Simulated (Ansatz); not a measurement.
Geometry optimisation, RKS PBE/def2-SVP in Ansatz 0.2.0.

The input (input.yaml):

```yaml
crystal:
  periodic: [false, false, false]
  atoms:
    - { symbol: Ge, position_ang: [-0.079597, -0.191345, -0.113736] }
    - { symbol: F, position_ang: [0.011218, -0.265067, 1.605794] }
    - { symbol: Cl, position_ang: [1.928308, -0.448203, -0.872469] }
    - { symbol: H, position_ang: [-0.653774, 1.185259, -0.506355] }
    - { symbol: H, position_ang: [-0.904402, -1.430956, -0.527751] }
    - { symbol: Cl, position_ang: [1.307956, 2.60151, 1.311614] }
    - { symbol: H, position_ang: [1.00839, 1.541701, 2.070803] }
basis:
  gaussian: { orbitals: def2-SVP }
hamiltonian:
  xc: pbe
relax:
  f_tol: 0.03
  max_steps: 50
output:
  orbitals: {}
```

Command:

```bash
$ ansatz run input.yaml --threads 2 --pin off --max-ram 3072MiB --backend cpu --events-out ev --progress --plain --runs-dir out
```

Question: Where does it end, and by what steps?

Answer: The forces met the threshold. The force dipped under the threshold on the way, but the program's further checks kept it going. After 11 steps the energy has fallen by 0.113 eV; Cl6 moved furthest, 0.49 Å.

```csv
step,energy less start (eV),largest force component (eV/Å),accepted
0,0.0000,1.440,yes
1,-0.0573,0.836,yes
2,-0.0624,1.057,yes
3,-0.0797,0.415,yes
4,-0.0930,0.429,yes
5,-0.1080,0.028,yes
6,-0.1090,0.080,yes
7,-0.1102,0.060,yes
8,-0.1110,0.035,yes
9,-0.1121,0.019,yes
10,-0.1127,0.046,yes
11,-0.1128,0.023,yes
```

```xyz
7
Properties=species:S:1:pos:R:3
Ge -0.042 -0.237 -0.195
F 0.267 -0.148 1.555
Cl 1.845 -0.712 -1.124
H -0.511 1.165 -0.629
H -1.010 -1.427 -0.364
Cl 1.192 2.801 1.745
H 0.876 1.551 1.980
```

Whether the end is a true minimum wasn't checked by a vibrational analysis.

The run took 17 s on 2 threads of Arm Neoverse V2, on a shared host, peak memory 0.14 GiB.
